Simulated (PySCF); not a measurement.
YCl₂, SMILES [Cl][Y+][Cl], charge +1.

The structure is a stationary point at B3LYP-D3(BJ)/def2-TZVP. The multiplicity is an assumed one; other spin states were not compared. The isomer is the one that the SMILES or the coordinates give; other isomers of the formula were not compared. The def2 effective core potentials stand for the cores of Y; spin–orbit coupling is left out.

The numbers are results of TDA-ωB97X/def2-SVPD in PySCF 2.14.0, not measurements.

Vertical excitations.  State labels are in the subgroup C2v.

```json
[
 {"state": "S1", "symmetry": "B2", "energy (eV)": "5.33", "λ (nm)": "233", "f": "0.005", "main pairs": "HOMO→LUMO 84 %, HOMO→LUMO+2 13 %"},
 {"state": "S2", "symmetry": "B1", "energy (eV)": "5.61", "λ (nm)": "221", "f": "0.042", "main pairs": "HOMO−1→LUMO 82 %, HOMO−1→LUMO+2 15 %"},
 {"state": "S3", "symmetry": "A2", "energy (eV)": "5.64", "λ (nm)": "220", "f": "0.000", "main pairs": "HOMO−2→LUMO 82 %, HOMO−2→LUMO+2 13 %"},
 {"state": "S4", "symmetry": "A2", "energy (eV)": "5.67", "λ (nm)": "219", "f": "0.000", "main pairs": "HOMO→LUMO+1 93 %"},
 {"state": "S5", "symmetry": "A1", "energy (eV)": "5.80", "λ (nm)": "214", "f": "0.006", "main pairs": "HOMO−3→LUMO 78 %, HOMO−3→LUMO+2 15 %"},
 {"state": "S6", "symmetry": "B1", "energy (eV)": "5.87", "λ (nm)": "211", "f": "0.001", "main pairs": "HOMO→LUMO+3 81 %, HOMO−3→LUMO+1 14 %"},
 {"state": "S7", "symmetry": "B2", "energy (eV)": "5.98", "λ (nm)": "207", "f": "0.002", "main pairs": "HOMO→LUMO+2 48 %, HOMO−2→LUMO+1 25 %, HOMO−1→LUMO+3 8 %"},
 {"state": "S8", "symmetry": "B2", "energy (eV)": "6.09", "λ (nm)": "204", "f": "0.007", "main pairs": "HOMO−4→LUMO 62 %, HOMO−4→LUMO+2 17 %, HOMO→LUMO+2 12 %"},
 {"state": "S9", "symmetry": "A1", "energy (eV)": "6.11", "λ (nm)": "203", "f": "0.000", "main pairs": "HOMO−1→LUMO+1 83 %"},
 {"state": "S10", "symmetry": "B2", "energy (eV)": "6.23", "λ (nm)": "199", "f": "0.025", "main pairs": "HOMO−2→LUMO+1 64 %, HOMO−1→LUMO+3 14 %, HOMO−4→LUMO 12 %"},
 {"state": "T1", "symmetry": "B2", "energy (eV)": "5.33", "λ (nm)": "233", "f": "0", "main pairs": "HOMO→LUMO 85 %"},
 {"state": "T2", "symmetry": "A2", "energy (eV)": "5.60", "λ (nm)": "221", "f": "0", "main pairs": "HOMO→LUMO+1 88 %"},
 {"state": "T3", "symmetry": "B1", "energy (eV)": "5.65", "λ (nm)": "219", "f": "0", "main pairs": "HOMO−1→LUMO 78 %, HOMO−1→LUMO+2 17 %"},
 {"state": "T4", "symmetry": "B2", "energy (eV)": "5.69", "λ (nm)": "218", "f": "0", "main pairs": "HOMO−2→LUMO+1 37 %, HOMO−1→LUMO+3 32 %, HOMO→LUMO+2 19 %"}
]
```
Triplets are in the Tamm–Dancoff approximation.
